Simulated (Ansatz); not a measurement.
`C1[SiH2]C[Te]1`, charge 0, multiplicity 1.

**Question.** Give a relaxed structure at PBE0-D4/def2-TZVP (the Gaussian-basis code of Ansatz). (An estimate is asked.)

**Answer.** The calculation gave: 
Z-matrix (Å, degrees):
```
Si
C 1 1.882
Te 1 2.862 2 49.3
C 1 1.882 2 96.4 3 -16.1
H 1 1.492 2 115.5 3 -138.3
H 1 1.487 2 110.2 3 98.2
H 2 1.089 1 116.4 3 112.4
H 2 1.088 1 116.5 3 -114.9
H 4 1.088 1 116.5 2 131.0
H 4 1.089 1 116.4 2 -96.3
```
Point group Cs.
This is one stationary point; other conformers may exist.
